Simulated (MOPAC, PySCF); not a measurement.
H4Au2S2Si2, SMILES `[Au][S][SiH2][SiH2][S][Au]`, neutral singlet in the gas phase. The multiplicity was assumed; other spin states weren't computed. In the def2 sets core potentials replace the inner electrons of Au.

Z-matrix (Å, degrees):
```
Si
H 1 1.5046
H 1 1.5046 2 108.71
S 1 2.1656 2 113.40 3 127.12
Au 4 2.2763 1 101.22 2 -62.22
Si 1 2.3700 2 109.63 3 -119.82
H 6 1.5046 1 109.64 2 -60.33
H 6 1.5046 7 108.71 1 119.83
S 6 2.1656 7 113.41 8 127.13
Au 9 2.2763 6 101.22 7 -62.23
```
Charge 0, multiplicity 1.

All levels are single points at this geometry (PBE-D3(BJ)/def2-SVP); Pople sets use spherical d functions. Orbital energies aren't observables, and empty levels follow the basis.

| level | HOMO (eV) | LUMO (eV) | gap (eV) | dipole (D) | vertical IE, Delta-SCF (eV) |
|---|---|---|---|---|---|
| B3LYP-D3(BJ)/def2-TZVP in PySCF | -6.60 | -3.73 | 2.87 | 0.01 | 8.15 |
| PBE-D3(BJ)/def2-TZVP in PySCF | -5.74 | -4.31 | 1.43 | 0.01 | 7.83 |
| TPSSh-D3(BJ)/def2-TZVP in PySCF | -6.19 | -3.79 | 2.39 | 0.01 | 7.97 |
| B3LYP/6-311+G** (LANL2DZ on Au) in PySCF | -6.64 | -3.77 | 2.87 | 0.01 | – |
| B3LYP/6-31G* (LANL2DZ on Au) in PySCF | -6.64 | -3.80 | 2.84 | 0.01 | 8.21 |
| B3LYP/LANL2DZ in PySCF | -6.71 | -3.86 | 2.85 | 0.02 | – |
| BP86/6-31G* (LANL2DZ on Au) in PySCF | -5.93 | -4.49 | 1.43 | 0.01 | – |
| M06-2X/6-31G* (LANL2DZ on Au) in PySCF | -7.83 | -2.66 | 5.17 | 0.01 | – |
| PBE/6-31G* (LANL2DZ on Au) in PySCF | -5.79 | -4.36 | 1.43 | 0.01 | – |
| SVWN5/6-31G* (LANL2DZ on Au) in PySCF | -5.98 | -4.68 | 1.30 | 0.01 | – |
| HF/6-31G* (LANL2DZ on Au) in PySCF | -8.85 | -0.46 | 8.39 | 0.02 | 7.27 |
| PM6 in MOPAC | -9.08 | -3.11 | 5.97 | 0.01 | – |
| PM7 in MOPAC | -9.06 | -0.91 | 8.15 | 0.01 | – |
